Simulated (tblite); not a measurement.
C₅H₁₅NSi₂.
Structure used (GFN2-xTB), in Å, numbered top down from 1:
```xyz
23
C5H15NSi2 angstrom
C     -1.3276    0.2777    1.6471
C     -1.2748    0.1612    0.1262
C     -2.3861    0.9932   -0.5088
C     -1.3679   -1.2521   -0.3065
N     -0.9676   -2.2003    0.4208
Si     0.4497    0.7607   -0.5160
C      1.8170   -0.1552    0.4157
Si     3.5313   -0.0998   -0.3932
H     -1.1144    1.2961    1.9654
H     -2.3173    0.0027    2.0097
H     -0.6080   -0.3988    2.0966
H     -2.3536    0.9295   -1.5950
H     -3.3642    0.6469   -0.1736
H     -2.2833    2.0389   -0.2274
H     -1.7634   -1.3870   -1.3263
H     -1.0404   -3.1268    0.0069
H      0.5074    0.5165   -1.9645
H      0.5103    2.2105   -0.2856
H      1.8951    0.2607    1.4204
H      1.5147   -1.1953    0.5440
H      3.9509    1.2945   -0.5482
H      3.4931   -0.7403   -1.7087
H      4.4943   -0.8066    0.4571
```

Level: GFN2-xTB in tblite, geometry and Hessian alike; calculated harmonic values, unscaled, isolated species. Errors from tens to a few hundred cm⁻¹ against measured bands are possible. Modes of hydrogen on silicon can be 10 to 20 % off. One conformer, not necessarily the lowest.

Harmonic wavenumbers (cm⁻¹): 27.1, 60.2, 74.2, 103.0, 124.1, 171.9, 197.6, 215.4, 236.5, 239.0, 275.3, 340.5, 361.1, 455.1, 494.4, 512.2, 537.1, 581.8, 619.8, 695.0, 704.7, 716.3, 763.1, 780.5, 787.6, 793.2, 803.1, 836.9, 882.9, 972.4, 988.7, 1006.5, 1018.9, 1024.7, 1140.8, 1147.7, 1157.7, 1217.4, 1272.1, 1389.0, 1402.3, 1421.7, 1444.0, 1488.5, 1502.0, 1508.4, 1513.9, 1699.0, 2205.2, 2223.6, 2239.9, 2256.0, 2262.5, 2793.0, 2972.9, 2980.3, 2994.9, 3008.9, 3017.3, 3022.0, 3030.1, 3065.7, 3338.6.

A = 2313, B = 734.0, C = 658.2 MHz; mass 145.074 u (most abundant isotopes); point group C1, symmetry number 1.

What is the zero-point energy?

Half the sum of the wavenumbers: 39558 cm⁻¹ = 473.22 kJ/mol.

Entropy at 500 K, 1 bar (ideal gas, RRHO, classical rotation)?

Translation 181.68, rotation 132.15, vibration 287.12: S = 600.9 J/(mol K).

And Cp and H(500 K) − H(0)?

Cp = 297.25 J/(mol K), of which vibrations give 263.99 (their classical limit is 63 R = 523.8); H(500 K) − H(0) = 88.13 kJ/mol without the zero-point energy, 71.50 from vibrations.

What must be added to the electronic energy to get the Gibbs energy at 500 K and 1 bar?

ZPE + [H(500 K) − H(0)] − T·S = 473.22 + 88.13 − 300.47 = 260.88 kJ/mol.

Which modes carry the vibrational entropy at 500 K?

27.1 cm⁻¹: 29.53; 60.2 cm⁻¹: 22.90; 74.2 cm⁻¹: 21.17; 103.0 cm⁻¹: 18.46; 124.1 cm⁻¹: 16.92; 171.9 cm⁻¹: 14.25 J/(mol K); the other 57 give 163.89 together.

Blend soft modes into free rotors: weight 1/[1 + (100 cm⁻¹/ν̃)⁴] for the oscillator and the rest for a rotor with moment μB/(μ + B), μ = h/(8π²ν), B = 10⁻⁴⁴ kg m². What vibrational entropy results?

263.06 J/(mol K) in place of 287.12, which changes −T·S at 500 K by +12.03 kJ/mol.

Hindered rotation and anharmonicity are outside this model. Other conformers, if any are populated, would add a mixing term that is left out. The structure is chiral; the term R ln 2 for an equal mix with its mirror image is left out.

Hardware: Arm Neoverse V1, one thread, shared host with 32 logical CPUs at a one-minute load of 27. Cost: 1.2 s of wall time. This covers the Hessian and the dipole derivatives.
